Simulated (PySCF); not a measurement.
How methods differ on the excitation energy of As

As [Ar] 3d10 4s2 4p3 (4S) → As [Ar] 3d10 4s2 4p2 5s1 (4P), as a difference of total energies. Computed with PySCF 2.14 in dyall-av2z (16s12p8d, 92 functions), with the non-relativistic Hamiltonian (point nucleus). Correlated levels: valence: [Ar] 3d10 frozen; virtual orbitals above 40 to 60 times the deepest correlated orbital energy dropped. The calculations carry no spin-orbit coupling.

```csv
method,excitation energy (eV),difference from reference (eV)
UHF,6.618,+0.158
LDA,6.567,+0.107
PBE,6.517,+0.057
PBE0,6.666,+0.206
r2SCAN,6.920,+0.460
HSE06,6.623,+0.163
M06-2X,6.634,+0.174
revPBE,6.522,+0.062
r2SCAN0,6.920,+0.460
MP2 (valence),6.721,+0.261
SCS-MP2 (valence),6.668,+0.208
```

Reference: 6.460 eV (measured; NIST levels, between the centres of gravity of the two terms).

These non-relativistic numbers lack the scalar-relativistic shift.

Errors of the correlated levels include the incompleteness of this basis and the frozen core.

The promoted electron is Rydberg-like, and one or two diffuse shells describe it only roughly, which tends to raise the upper state.
